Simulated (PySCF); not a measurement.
## Basis-set dependence of population analyses: `C/C(F)=C\O[SiH3]`

C3H7FOSi.
Numbering: `[CH3:1]/[C:2]([F:3])=[CH:4]\[O:5][SiH3:6]` (hydrogens: H7, H8, H9 on C1; H10 on C4; H11, H12, H13 on Si6)

PBE0 throughout (PySCF), one geometry, spherical d and f functions. Geometry: PBE0-D3(BJ)/def2-SVP, one conformer, isolated molecule. Atoms taken as equivalent share a column and are averaged. The first 7 of 9 kinds of atom are listed.

Mulliken charges (e):

```csv
basis,functions,C1,C2,F3,C4,O5,Si6,H7/H8/H9
pcSseg-0,72,-0.641,+0.199,-0.365,+0.121,-0.843,+0.775,+0.255
6-31G*,102,-0.620,+0.403,-0.327,-0.005,-0.584,+0.579,+0.202
cc-pVDZ,123,-0.047,+0.011,-0.183,+0.123,-0.396,+0.431,+0.065
def2-SVP,123,-0.021,+0.074,-0.224,+0.098,-0.460,+0.556,+0.062
pcSseg-1,144,-0.254,+0.115,-0.282,+0.106,-0.611,+0.693,+0.139
aug-cc-pVDZ,205,+0.321,+0.301,-0.578,+1.077,-0.891,-0.218,-0.089
"6-311+G(2d,p)",212,-0.584,+0.273,-0.299,+0.066,-0.539,+0.647,+0.163
def2-TZVP,234,-0.365,+0.185,-0.200,-0.049,-0.332,+0.295,+0.139
cc-pVTZ,282,-0.300,+0.193,-0.175,-0.056,-0.278,+0.271,+0.111
IGLO-III,289,-0.400,+0.282,-0.253,-0.028,-0.486,+0.917,+0.133
pcSseg-2,321,-0.045,+0.240,-0.271,+0.066,-0.537,+0.757,+0.046
```

IAO charges (e):

| basis | functions | C1 | C2 | F3 | C4 | O5 | Si6 | H7/H8/H9 |
| --- | --- | --- | --- | --- | --- | --- | --- | --- |
| pcSseg-0 | 72 | -0.454 | +0.219 | -0.250 | -0.037 | -0.542 | +0.691 | +0.166 |
| 6-31G* | 102 | -0.443 | +0.252 | -0.270 | -0.021 | -0.579 | +0.834 | +0.159 |
| cc-pVDZ | 123 | -0.443 | +0.253 | -0.271 | -0.025 | -0.575 | +0.823 | +0.159 |
| def2-SVP | 123 | -0.433 | +0.252 | -0.271 | -0.024 | -0.574 | +0.842 | +0.156 |
| pcSseg-1 | 144 | -0.441 | +0.253 | -0.278 | -0.025 | -0.586 | +0.847 | +0.161 |
| aug-cc-pVDZ | 205 | -0.452 | +0.256 | -0.284 | -0.024 | -0.584 | +0.827 | +0.164 |
| 6-311+G(2d,p) | 212 | -0.454 | +0.256 | -0.285 | -0.024 | -0.593 | +0.861 | +0.165 |
| def2-TZVP | 234 | -0.454 | +0.259 | -0.284 | -0.023 | -0.596 | +0.872 | +0.164 |
| cc-pVTZ | 282 | -0.455 | +0.259 | -0.282 | -0.025 | -0.592 | +0.857 | +0.164 |
| IGLO-III | 289 | -0.455 | +0.258 | -0.285 | -0.024 | -0.596 | +0.869 | +0.165 |
| pcSseg-2 | 321 | -0.455 | +0.259 | -0.285 | -0.024 | -0.595 | +0.871 | +0.165 |

Hirshfeld charges (e):

| basis | functions | C1 | C2 | F3 | C4 | O5 | Si6 | H7/H8/H9 |
| --- | --- | --- | --- | --- | --- | --- | --- | --- |
| pcSseg-0 | 72 | -0.110 | +0.064 | -0.096 | -0.024 | -0.213 | +0.415 | +0.046 |
| 6-31G* | 102 | -0.103 | +0.060 | -0.093 | -0.014 | -0.206 | +0.374 | +0.047 |
| cc-pVDZ | 123 | -0.118 | +0.055 | -0.081 | -0.023 | -0.185 | +0.384 | +0.048 |
| def2-SVP | 123 | -0.121 | +0.062 | -0.088 | -0.021 | -0.188 | +0.391 | +0.049 |
| pcSseg-1 | 144 | -0.124 | +0.062 | -0.091 | -0.018 | -0.200 | +0.395 | +0.050 |
| aug-cc-pVDZ | 205 | -0.130 | +0.057 | -0.094 | -0.018 | -0.210 | +0.397 | +0.054 |
| 6-311+G(2d,p) | 212 | -0.122 | +0.055 | -0.097 | -0.018 | -0.211 | +0.401 | +0.053 |
| def2-TZVP | 234 | -0.125 | +0.058 | -0.094 | -0.018 | -0.203 | +0.392 | +0.053 |
| cc-pVTZ | 282 | -0.127 | +0.058 | -0.089 | -0.019 | -0.198 | +0.388 | +0.052 |
| IGLO-III | 289 | -0.130 | +0.057 | -0.094 | -0.019 | -0.203 | +0.389 | +0.053 |
| pcSseg-2 | 321 | -0.131 | +0.060 | -0.095 | -0.018 | -0.208 | +0.399 | +0.053 |

ESP-fitted charges (e):

```
        basis  functions      C1      C2      F3      C4      O5     Si6  H7/H8/H9
     pcSseg-0         72  -0.490  +0.429  -0.260  -0.291  -0.374  +0.727    +0.151
       6-31G*        102  -0.402  +0.319  -0.186  -0.297  -0.218  +0.455    +0.129
      cc-pVDZ        123  -0.352  +0.306  -0.189  -0.314  -0.182  +0.400    +0.117
     def2-SVP        123  -0.348  +0.322  -0.205  -0.295  -0.214  +0.469    +0.116
     pcSseg-1        144  -0.358  +0.339  -0.214  -0.329  -0.239  +0.547    +0.120
  aug-cc-pVDZ        205  -0.412  +0.366  -0.227  -0.338  -0.168  +0.392    +0.132
6-311+G(2d,p)        212  -0.428  +0.367  -0.226  -0.352  -0.169  +0.388    +0.138
    def2-TZVP        234  -0.420  +0.360  -0.216  -0.351  -0.158  +0.394    +0.134
      cc-pVTZ        282  -0.404  +0.339  -0.205  -0.337  -0.161  +0.404    +0.130
     IGLO-III        289  -0.409  +0.352  -0.220  -0.337  -0.164  +0.388    +0.133
     pcSseg-2        321  -0.411  +0.374  -0.230  -0.340  -0.190  +0.444    +0.132
```

Some averages cover members that differ in this geometry, most widely: H7/H8/H9, Mulliken in aug-cc-pVDZ -0.227 to -0.013 e.

Problem. Which scheme is steadiest as the basis changes?

Solution. Largest range over the bases for any column: Hirshfeld 0.04 e, IAO 0.18 e, ESP-fitted 0.34 e, Mulliken 1.14 e. Hirshfeld charges move least and Mulliken charges most, counted in e.

Problem. How much do the charges still move between the two largest bases, IGLO-III and pcSseg-2?

Solution. At most, over all atoms: Mulliken 0.354 e, IAO 0.002 e, Hirshfeld 0.010 e, ESP-fitted 0.056 e.

Problem. What do the same runs give for the total energy, the frontier levels and the dipole moment?

Solution. 
```tsv
basis	energy (Eh)	HOMO (eV)	LUMO (eV)	μ (D)
pcSseg-0	-581.6089	-6.37	0.33	1.91
6-31G*	-582.6123	-6.10	0.37	1.30
cc-pVDZ	-582.6492	-6.22	0.39	1.34
def2-SVP	-582.3307	-6.33	0.46	1.36
pcSseg-1	-582.6019	-6.43	0.13	1.49
aug-cc-pVDZ	-582.6728	-6.42	-0.29	1.50
6-311+G(2d,p)	-582.7433	-6.46	-0.27	1.48
def2-TZVP	-582.7741	-6.42	-0.01	1.38
cc-pVTZ	-582.7623	-6.38	0.10	1.34
IGLO-III	-582.7788	-6.44	0.08	1.43
pcSseg-2	-582.7798	-6.45	-0.16	1.49
```

The dipole is fixed by the density alone, so its range of 0.61 D shows that the density itself changes with the basis, not only its division among atoms.
